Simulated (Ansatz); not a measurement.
Geometry optimisation, Ansatz 0.2.0, RKS B3LYP-D4/def2-SVP.

Input:

```yaml
crystal:
  periodic: [false, false, false]
  atoms:
    - { symbol: Mg, position_ang: [-1.633792, -0.942719, -1.473199] }
    - { symbol: Si, position_ang: [0.994768, 0.494314, 0.885066] }
    - { symbol: Cl, position_ang: [-1.294417, -3.089844, -1.180778] }
    - { symbol: H, position_ang: [-0.096808, 0.393191, -0.076517] }
    - { symbol: Br, position_ang: [-2.037492, 1.565205, -1.757682] }
    - { symbol: H, position_ang: [2.129641, -0.348784, 0.414586] }
    - { symbol: H, position_ang: [1.42372, 1.919803, 0.977768] }
    - { symbol: H, position_ang: [0.514481, 0.008834, 2.210657] }
basis:
  gaussian: { orbitals: def2-SVP }
hamiltonian:
  xc: b3lyp
  dispersion: d4
relax:
  f_tol: 0.03
  max_steps: 50
output:
  orbitals: {}
```

Run as:

```bash
$ ansatz run input.yaml --threads 2 --pin off --max-ram 3072MiB --backend cpu --events-out ev --progress --plain --runs-dir out
```

Task: Where does it end, and by what steps?

Result: The forces met the threshold. The force dipped under the threshold on the way, but the program's further checks kept it going. After 11 steps the energy has fallen by 0.373 eV; Cl3 moved furthest, 1.01 Å. Joined: Mg1–H4.

```json
{"step": "0", "energy less start (eV)": "0.0000", "largest force component (eV/Å)": "1.606", "accepted": "yes"}
{"step": "1", "energy less start (eV)": "-0.2521", "largest force component (eV/Å)": "0.246", "accepted": "yes"}
{"step": "2", "energy less start (eV)": "-0.2960", "largest force component (eV/Å)": "0.132", "accepted": "yes"}
{"step": "3", "energy less start (eV)": "-0.3239", "largest force component (eV/Å)": "0.126", "accepted": "yes"}
{"step": "4", "energy less start (eV)": "-0.3270", "largest force component (eV/Å)": "0.042", "accepted": "yes"}
{"step": "5", "energy less start (eV)": "-0.3280", "largest force component (eV/Å)": "0.019", "accepted": "yes"}
{"step": "6", "energy less start (eV)": "-0.3354", "largest force component (eV/Å)": "0.131", "accepted": "yes"}
{"step": "7", "energy less start (eV)": "-0.3469", "largest force component (eV/Å)": "0.227", "accepted": "yes"}
{"step": "8", "energy less start (eV)": "-0.3583", "largest force component (eV/Å)": "0.281", "accepted": "yes"}
{"step": "9", "energy less start (eV)": "-0.3675", "largest force component (eV/Å)": "0.173", "accepted": "yes"}
{"step": "10", "energy less start (eV)": "-0.3727", "largest force component (eV/Å)": "0.031", "accepted": "yes"}
{"step": "11", "energy less start (eV)": "-0.3733", "largest force component (eV/Å)": "0.020", "accepted": "yes"}
```

```xyz
8
Properties=species:S:1:pos:R:3
Mg -1.476 -0.480 -1.259
Si 1.010 0.314 0.855
Cl -0.784 -2.465 -0.566
H -0.022 0.654 -0.198
Br -2.656 1.260 -2.317
H 2.025 -0.571 0.237
H 1.597 1.620 1.257
H 0.306 -0.332 1.990
```

Whether the end is a true minimum wasn't checked by a vibrational analysis.

Run time: 45 s on 2 threads of Arm Neoverse V1, with other jobs on the host, peak memory 0.25 GiB.
